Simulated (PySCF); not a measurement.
Solvent effects on NMR parameters

Molfile (atoms numbered from 1):
```
C7H16
     RDKit          3D

 23 22  0  0  0  0  0  0  0  0999 V2000
    1.3046   -2.0465   -0.0145 C   0  0  0  0  0  0  0  0  0  0  0  0
    0.4627   -1.2231   -0.9793 C   0  0  0  0  0  0  0  0  0  0  0  0
   -0.0456    0.1191   -0.4349 C   0  0  0  0  0  0  0  0  0  0  0  0
    1.1083    1.0881   -0.1473 C   0  0  0  0  0  0  0  0  0  0  0  0
    0.6944    2.5481   -0.0338 C   0  0  0  0  0  0  0  0  0  0  0  0
   -0.9643   -0.0344    0.7823 C   0  0  0  0  0  0  0  0  0  0  0  0
   -2.2062   -0.8800    0.5448 C   0  0  0  0  0  0  0  0  0  0  0  0
    2.1979   -1.4983    0.3226 H   0  0  0  0  0  0  0  0  0  0  0  0
    0.7366   -2.3345    0.8838 H   0  0  0  0  0  0  0  0  0  0  0  0
    1.6525   -2.9757   -0.4905 H   0  0  0  0  0  0  0  0  0  0  0  0
   -0.3977   -1.8261   -1.3136 H   0  0  0  0  0  0  0  0  0  0  0  0
    1.0496   -1.0210   -1.8918 H   0  0  0  0  0  0  0  0  0  0  0  0
   -0.6525    0.5701   -1.2437 H   0  0  0  0  0  0  0  0  0  0  0  0
    1.8583    0.9916   -0.9514 H   0  0  0  0  0  0  0  0  0  0  0  0
    1.6235    0.7804    0.7793 H   0  0  0  0  0  0  0  0  0  0  0  0
    0.2024    2.8949   -0.9568 H   0  0  0  0  0  0  0  0  0  0  0  0
    1.5653    3.1978    0.1416 H   0  0  0  0  0  0  0  0  0  0  0  0
   -0.0083    2.7168    0.7965 H   0  0  0  0  0  0  0  0  0  0  0  0
   -0.3844   -0.4535    1.6234 H   0  0  0  0  0  0  0  0  0  0  0  0
   -1.2754    0.9691    1.1153 H   0  0  0  0  0  0  0  0  0  0  0  0
   -2.8685   -0.8707    1.4236 H   0  0  0  0  0  0  0  0  0  0  0  0
   -2.7878   -0.5033   -0.3123 H   0  0  0  0  0  0  0  0  0  0  0  0
   -1.9579   -1.9318    0.3358 H   0  0  0  0  0  0  0  0  0  0  0  0
  1  2  1  0
  2  3  1  0
  3  4  1  0
  4  5  1  0
  3  6  1  0
  6  7  1  0
  1  8  1  0
  1  9  1  0
  1 10  1  0
  2 11  1  0
  2 12  1  0
  3 13  1  0
  4 14  1  0
  4 15  1  0
  5 16  1  0
  5 17  1  0
  5 18  1  0
  6 19  1  0
  6 20  1  0
  7 21  1  0
  7 22  1  0
  7 23  1  0
M  END
```

GIAO PBE0/pcSseg-1 in PySCF on one PBE0-D3(BJ)/def2-SVP conformer, non-relativistic, equivalent nuclei averaged. Solvents enter as an IEF-PCM continuum (benzene with ε = 2.3, acetonitrile with ε = 35.7) around the gas-phase geometry. Shifts are referred to TMS computed in the same medium.

Gas phase, δ in ppm: C3 42.3, C2/C4/C6 27.0, C1/C5/C7 11.8, H11/H12/H14/H15/H19/H20 1.22, H8/H9/H10/H16/H17/H18/H21/H22/H23 0.87, H13 0.86. Dipole moment 0.03 D.

Q: How does each δ change in the continuum?

A: 
```csv
atoms,environment,"Δδ, benzene","Δδ, acetonitrile"
C3,sp3 CH,+0.1,+0.6
C2/C4/C6,sp3 CH2,+0.2,+0.6
C1/C5/C7,methyl carbon,+0.1,+0.3
H11/H12/H14/H15/H19/H20,hydrogen on an sp3 CH2,+0.01,+0.02
H8/H9/H10/H16/H17/H18/H21/H22/H23,hydrogen on a methyl carbon,0.00,0.00
H13,hydrogen on an sp3 CH,+0.05,+0.06
```

Changes are relative to the gas phase.

Q: Which nuclei move most (in ppm), and what does the model miss?

A: C3 (sp3 CH, +0.6 ppm) and C2/C4/C6 (sp3 CH2, +0.6 ppm) in acetonitrile. A continuum only polarises the solute; specific hydrogen bonds, the anisotropy of aromatic solvents and changes of geometry or conformer are outside it.
